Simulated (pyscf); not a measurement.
Single points on ωB97X-D3(BJ)/def2-SVP structures (PySCF, gas phase). MP2 and CC: frozen core, UHF for open shells. ΔMP2 is the change of the MP2 total energy from the triple- to the quadruple-zeta basis.

SMILES: [GaH2][TeH]
```xyz
5

Ga     0.8475    -0.0845     0.1125
Te    -0.6575     0.8525    -1.6308
H      1.8869     0.9066     0.7250
H      0.6939    -1.5849     0.5099
H     -1.4452    -0.5901    -1.8427
```
Charge 0, spin multiplicity 1.

### Question
What is the homolytic dissociation enthalpy (298 K, CCSD(T)/def2-TZVPP + ΔMP2(QZVPP)) of the Ga–Te bond of H₂Ga–TeH (SMILES [GaH2][TeH]), to GaH₂• + TeH•?

### Answer
Ga–Te to GaH₂• + TeH•: 76.0 kcal/mol. The radicals are drawn with the spin at the cut bond; how far it spreads was not checked. The CCSD(T) − MP2 part came from Ansatz, without density fitting, on the same reference. The frozen core leaves the outer d or s,p core shells of the metals and heavy elements correlated in the MP2 and CC values, and def2-TZVPP describes them poorly, which can shift differences by a few kcal/mol. Left out: the spin-orbit lowering of TeH, which is large for Br, Se, Te and I. Elements up to Kr have no core potential and no relativistic terms here. Elements past Kr carry the def2 core potentials, without spin-orbit coupling.
